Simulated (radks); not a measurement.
Results of a calculation; reference values are marked as such.
Q: Ionisation ladder of dysprosium, from Dy XLV to Dy LXVI. Each ion is in the ground configuration listed by NIST, and IE = E(next ion) - E(this ion), with E = 0 for the bare nucleus. Level of theory: non-relativistic Kohn-Sham, PBE, spin-polarised, spherical densities, point nucleus; open shells are filled with parallel spins first (spin-orbit coupling, left out, can overturn this in heavy ions); relativity is left out, which matters for an element this heavy (a radial shooting solver on a logarithmic mesh with Libxc functionals).

| species | configuration | IE, Delta-SCF (eV) | <r> HOMO (bohr) |
|---|---|---|---|
| Dy XLV | [Ar] 3d4 | 3588.0 | 0.196 |
| Dy XLVI | [Ar] 3d3 | 3703.6 | 0.194 |
| Dy XLVII | [Ar] 3d2 | 3820.1 | 0.193 |
| Dy XLVIII | [Ar] 3d1 | 3937.2 | 0.191 |
| Dy XLIX | [Ar] | 4259.1 | 0.220 |
| Dy L | [Ne] 3s2 3p5 | ? | 0.218 |
| Dy LI | [Ne] 3s2 3p4 | ? | 0.217 |
| Dy LII | [Ne] 3s2 3p3 | 4590.3 | 0.216 |
| Dy LIII | [Ne] 3s2 3p2 | 4693.4 | 0.215 |
| Dy LIV | [Ne] 3s2 3p1 | ? | 0.214 |
| Dy LV | [Ne] 3s2 | ? | 0.225 |
| Dy LVI | [Ne] 3s1 | 5112.3 | 0.224 |
| Dy LVII | [Ne] | 11994.5 | 0.0811 |
| Dy LVIII | [He] 2s2 2p5 | 12268.8 | 0.0806 |
| Dy LIX | [He] 2s2 2p4 | 12538.4 | 0.0801 |
| Dy LX | [He] 2s2 2p3 | 12905.3 | 0.0794 |
| Dy LXI | [He] 2s2 2p2 | 13188.2 | 0.0790 |
| Dy LXII | [He] 2s2 2p1 | 13465.8 | 0.0785 |
| Dy LXIII | [He] 2s2 | 13850.9 | 0.0930 |
| Dy LXIV | [He] 2s1 | 14114.2 | 0.0926 |
| Dy LXV | [He] | 58137 | 0.0229 |
| Dy LXVI | 1s1 | 59255 | 0.0227 |

Estimate the withheld Delta-SCF values.

A: Dy L: 4359.7 eV (NIST 4407); Dy LI: 4458.8 eV (NIST 4523); Dy LIV: 4795.0 eV (NIST 5066); Dy LV: 5004.8 eV (NIST 5296).
